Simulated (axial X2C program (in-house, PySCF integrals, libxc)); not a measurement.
Ω levels of GdS from open-shell CI on f7 s1

Computed with an axial X2C code built on PySCF integrals: two-component X2C with atomic mean-field Coulomb and Gaunt terms, basis Gd dyall-v3z, S dyall-av3z (cores contracted in-house). Orbitals come from Hartree–Fock averaged over the configuration Gd f7 s1; CI then distributes these electrons over the f, s shells of Gd.

R = 2.322 Å (near the minimum of the configuration average).

Active spinors (ω > 0):

```
shell    ω  ε (eV)                    character
    f  5/2   -6.01                    100% Gd f
    f  3/2   -5.89                    100% Gd f
    f  1/2   -5.81                     99% Gd f
    f  7/2   -5.38                    100% Gd f
    f  5/2   -5.29                    100% Gd f
    f  3/2   -5.21                     99% Gd f
    f  1/2   -5.16                     99% Gd f
    s  1/2   -3.24  61% Gd s, 17% Gd p, 9% Gd d
```

Lowest levels of this model:

| Ω | energy (cm⁻¹) | g∥ | μ (D) | configuration |
| --- | --- | --- | --- | --- |
| 4 | 0 | 15.98 | -7.31 | 100% f7 s1 |
| 3 | 1 | 11.98 | -7.31 | 100% f7 s1 |
| 2 | 2 | 7.99 | -7.31 | 100% f7 s1 |
| 1 | 3 | 3.99 | -7.31 | 100% f7 s1 |
| 0 | 3 | 0.00 | -7.31 | 100% f7 s1 |
| 3 | 2533 | 11.98 | -7.31 | 100% f7 s1 |
| 2 | 2541 | 7.98 | -7.31 | 100% f7 s1 |
| 1 | 2545 | 3.99 | -7.31 | 100% f7 s1 |
| 0 | 2547 | 0.00 | -7.31 | 100% f7 s1 |

g∥ is the magnitude of 2⟨Lz + ge Sz⟩ for the +Ω component. μ is positive if the S end is positive.

Question: From Ω and g∥ of the lowest level, whose 2⟨Lz + ge Sz⟩ is positive, find ⟨Sz⟩ and ⟨Lz⟩ (ge = 2.0023).

Answer: Ω = ⟨Lz⟩ + ⟨Sz⟩ = 4 and ⟨Lz⟩ + ge⟨Sz⟩ = 7.990, so ⟨Sz⟩ = 3.98 and ⟨Lz⟩ = 0.02.

Occupations of the active spinors in the lowest level by ω, shell by shell in order of energy: -7/2: 0.00; -5/2: 0.91 0.09; -3/2: 0.81 0.19; -1/2: 0.66 0.34 0.00; 1/2: 0.47 0.53 1.00; 3/2: 0.29 0.71; 5/2: 0.14 0.86; 7/2: 1.00. The leading determinant has weight 0.16 among 800.

This point took 3.5 s on 1 thread of Intel(R) Xeon(R) Platinum 8375C CPU @ 2.90GHz (Ice Lake), on a shared host.

There is no dynamic correlation: spin–orbit spacings and, for f shells, spacings inside one term are the most reliable numbers, splittings between terms come out too wide, and energies between configurations are not reliable, so the lowest level need not be the ground state of the molecule. At most 4 roots were kept for each Ω > 0 (twice that for Ω = 0) within 2.2 eV of the lowest, so higher up levels can be missing between those listed; levels with Ω > 0 are doubly degenerate and listed once, Ω = 0 levels singly.
